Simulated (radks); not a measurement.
Question: The cadmium ion Cd4+, 44 electrons, occupied as [Kr] 4d8 (the NIST ground configuration). Method: Dirac Kohn-Sham, SOGGA, spin-unpolarised, spherical densities, finite nucleus; open shells fill j = l - 1/2 first; Fermi nuclear charge, rms radius 4.6087 fm; computed with a radial shooting solver on a logarithmic mesh with Libxc functionals.

Spin-orbit splittings of the eigenvalues, e(l+1/2) - e(l-1/2), with zeta = 2 splitting/(2l+1) and mean radii in bohr:

shell  occ.  splitting (eV)  zeta (eV)  <r> j=l-1/2  <r> j=l+1/2
2p        6           192.3      128.2       0.1112       0.1164
3p        6               ?          ?       0.3495       0.3605
3d       10           6.987      2.795       0.3326       0.3361
4p        6           6.033      4.022       0.9244       0.9526
4d        8          0.8326     0.3330        1.145        1.157
5p        0          0.9029     0.6019        2.391        2.449

Estimate the 3p splitting.

Answer: 34.36 eV (zeta = 22.91 eV).
